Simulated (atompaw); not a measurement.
Logarithmic derivatives: strontium, PAW (atompaw)

| Item | Value |
| --- | --- |
| Element | Sr (Z = 38) |
| Generator | atompaw 4.2.0.5 |
| Type | PAW |
| Functional | LDA (PW92) |
| Relativity | scalar-relativistic |
| Frozen core | [Kr] |
| Valence charge | 2 |
| Reference configuration | 4d0 5s1 5p0 (charge +1) |
| Partial waves | 5s (bound): rc 2.90 bohr; 5s channel at 1.3 Ry: rc 3.00 bohr; 5p (bound, empty): rc 3.00 bohr; 5p channel at 2.55 Ry: rc 3.00 bohr; 4d (bound, empty): rc 3.00 bohr; 4d channel at 1.35 Ry: rc 3.00 bohr |
| Local potential | troulliermartins scheme with l = 3 at 0 Ry, radius 2.15 bohr |
| Core correction | smooth core density matched at 2.90 bohr |
| Augmentation charge | besselshape compensation charge, radius 2.30 bohr; PAW radius 3.00 bohr; waves and projectors: custom rrkj gramschmidtortho |

The phase is arctan(r·u′/u) with u = r·R(r), unwrapped; energies in Ry, scanned from -3 to 5 Ry. A pole is an energy at which the radial function vanishes at the test radius. The pseudo phase is shifted by a multiple of π to meet the all-electron one at the reference energy, and phase errors are pseudo minus all-electron; the curves can meet again beyond the range given. Levels narrower than the energy grid can be missing from the lists of poles.

Task: For each channel, where are the poles, and over which energies does the pseudopotential scatter like the atom?

Result:

```csv
channel,radius (bohr),reference energy (Ry),"poles, all-electron","poles, pseudo",unbroken range about the reference energy with phases within 0.05 rad,phase error 1 Ry above the reference energy (rad)
s,3.00,-0.63,1.83,"1.82, 3.36",below 2.7,-0.002
p,3.00,-0.41,"-2.02, 2.85","-1.88, 2.85",-1.8 to 4.8,-0.002
d,3.00,-0.51,"0.13, 4.74","0.13, 3.91",below 2.0,-0.002
```

Note: ghost states, extra bound levels that the all-electron valence spectrum of the same l lacks: s at -71.5 eV, p at -27.2 eV. A true bound ghost makes a file unfit for plane-wave use.

Phases in the p channel:

```
E (Ry)  all-electron  pseudo
 -3.00         1.298   1.321
 -2.76         1.254   1.293
 -2.52         1.147   1.244
 -2.28         0.296   1.104
 -2.04        -1.544  -0.878
 -1.80        -1.704  -1.653
 -1.56        -1.769  -1.756
 -1.32        -1.817  -1.812
 -1.08        -1.863  -1.862
 -0.84        -1.918  -1.917
 -0.60        -1.989  -1.988
 -0.36        -2.092  -2.092
 -0.12        -2.261  -2.261
  0.12        -2.571  -2.571
  0.36        -3.126  -3.127
  0.60        -3.746  -3.748
  0.84        -4.128  -4.130
  1.08        -4.331  -4.332
  1.32        -4.450  -4.450
  1.56        -4.526  -4.527
  1.80        -4.580  -4.581
  2.04        -4.621  -4.621
  2.28        -4.654  -4.654
  2.52        -4.681  -4.681
  2.76        -4.704  -4.704
  3.00        -4.726  -4.726
  3.24        -4.745  -4.746
  3.48        -4.765  -4.766
  3.72        -4.784  -4.787
  3.96        -4.805  -4.810
  4.20        -4.827  -4.837
  4.44        -4.853  -4.872
  4.68        -4.883  -4.919
  4.92        -4.922  -4.995
```
